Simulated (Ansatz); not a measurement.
`C[N](C)[Hf]([CH3])([Cl])[Br]`. Charge 0, multiplicity 1. Correlated methods include outer-core shells of Br, Hf, which these sets cover unevenly. Scalar relativity is left out up to krypton. Hf takes the def2 core potential.

```xyz
16

C     1.512    0.187    0.719
N     0.698   -0.148   -0.430
C     1.299   -1.144   -1.285
Hf   -1.040    0.814   -0.585
C    -2.133    0.173    1.217
Cl   -2.237    0.061   -2.466
Br   -0.676    3.297   -0.344
H     1.681   -0.689    1.359
H     2.488    0.586    0.415
H     1.030    0.954    1.336
H     0.651   -1.367   -2.135
H     1.476   -2.080   -0.739
H     2.265   -0.799   -1.677
H    -1.563    0.333    2.138
H    -3.080    0.718    1.315
H    -2.371   -0.896    1.160
```

**Question.** Give the diagnostics of a CCSD(T)/def2-TZVPP run (frozen core, Ansatz 0.2.0). (Estimate.)

**Answer.** Computed: T1 = 0.0129, largest single amplitude 0.041, largest double 0.033, (T) share of the correlation energy 4.0 %, 10 CCSD cycles. The RHF solution is stable towards an unrestricted one. T1 lies under the customary mark of 0.02 for closed shells.
